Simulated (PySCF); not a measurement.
Isomers of CH8O3Si3. Method used: TDDFT CAM-B3LYP/def2-SVPD, vertical, gas phase, core orbitals frozen in the response (PySCF 2.14.0, density-fitted response routines). Geometries: GFN2-xTB; one conformer of each isolated species. Triplets are in the Tamm–Dancoff approximation.

A. `C[SiH]1O[SiH2]O[SiH2]O1`
B. `O1[SiH](OC)O[SiH2][SiH2]1`
C. `[SiH3]O[Si@@H]1OC[SiH2]O1`

Lowest singlet levels (six at most, fewer where fewer were computed) with oscillator strengths:

1. 6.96 eV (f 0.016); 7.34 eV (f 0.005); 7.69 eV (f 0.019); 7.79 eV (f 0.008); 7.87 eV (f 0.000); 7.92 eV (f 0.005); T1 6.54 eV
2. 6.14 eV (f 0.025); 6.91 eV (f 0.000); 7.14 eV (f 0.001); 7.34 eV (f 0.051); 7.66 eV (f 0.164); 7.81 eV (f 0.002); T1 5.48 eV
3. 7.46 eV (f 0.044); 7.81 eV (f 0.000); 7.93 eV (f 0.001); 8.28 eV (f 0.001); 8.31 eV (f 0.028); 8.36 eV (f 0.089); T1 7.15 eV

Question: Which spectrum belongs to which structure?

Answer: 1 = C, 2 = B, 3 = A.
- A: S1 at 7.46 eV, HOMO→LUMO (80%); Löwdin shares by element: HOMO oxygen 23% or more, carbon 12%, silicon 11% or more (atoms not listed hold the other 55%); LUMO silicon 56%, oxygen 6% or more (atoms not listed hold the other 38%); HOMO -9.56 and LUMO 0.94 eV.
- B: S1 at 6.14 eV, HOMO→LUMO (95%); Löwdin shares by element: HOMO silicon 54% or more, oxygen 21% or more (atoms not listed hold the other 26%); LUMO silicon 63%, oxygen 6% or more (atoms not listed hold the other 30%); HOMO -9.47 and LUMO 0.16 eV.
- C: S1 at 6.96 eV, HOMO→LUMO (81%); Löwdin shares by element: HOMO oxygen 32% or more, carbon 26%, silicon 15% or more, hydrogen 7% or more (atoms not listed hold the other 21%); LUMO silicon 48%, hydrogen 8% or more (atoms not listed hold the other 44%); HOMO -9.70 and LUMO 0.63 eV.

Without π bonds the low states are Rydberg-like; a valence basis with one diffuse set may place them up to an eV too high.
